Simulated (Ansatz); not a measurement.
`ClB1C=C1` + H–F → `FB1C=C1` + HCl at 298.15 K and 1 bar (ligand exchange at a B–Cl bond).

Program: Ansatz. Geometries: PBE0-D4/def2-TZVP. ΔE: electronic, gas phase. CCSD(T)/CBS is the MP2 limit (def2-TZVPP, def2-QZVPP) plus CCSD(T) − MP2 in def2-TZVPP, frozen cores. This one scheme is used for every species.

```
   species  CCSD(T)/CBS energy (Eh)  H − E (kJ/mol)  S (J/(mol·K))
`ClB1C=C1`               -561.85804           105.9          273.4
       H–F               -100.39570            33.5          173.6
 `FB1C=C1`               -201.88306           108.8          261.1
       HCl               -460.38127            26.6          186.8
```

H − E and S are ideal-gas, rigid-rotor, harmonic terms from PBE0-D4/def2-TZVP. 1 Eh = 2625.50 kJ/mol, R = 8.31446 J/(mol·K).

Question: By hand: ΔE, ΔH, ΔS and ΔG.

Answer: ΔE = (-201.88306) + (-460.38127) − (-561.85804) − (-100.39570) = -0.01059 Eh = -27.8 kJ/mol. Δ(H − E) = 108.8 + 26.6 − 105.9 − 33.5 = -4.0, so ΔH = -31.8 kJ/mol. ΔS = 261.1 + 186.8 − 273.4 − 173.6 = 0.9 J/(mol·K). ΔG = -31.8 − 298.15 × (0.9)/1000 = -32.1 kJ/mol.

Question: By hand: the equilibrium constant, and the temperature at which ΔG would vanish if ΔH and ΔS stayed fixed.

Answer: log₁₀ K = −ΔG/(RT ln 10) = 5.6. ΔH and −TΔS have one sign here, so there is no such temperature.

The number of gas molecules stays the same, so ΔS is small and ΔH decides. A doubt of 5 kJ/mol in ΔE shifts log₁₀ K by 0.9 here. These are equilibria of isolated gas molecules and say nothing of rates. Largest T1 diagnostic: 0.012 (customary marks: 0.02 for closed shells, 0.045 for open ones).

ΔS is within the doubt of such terms, so its sign, and with it that verdict, could turn.
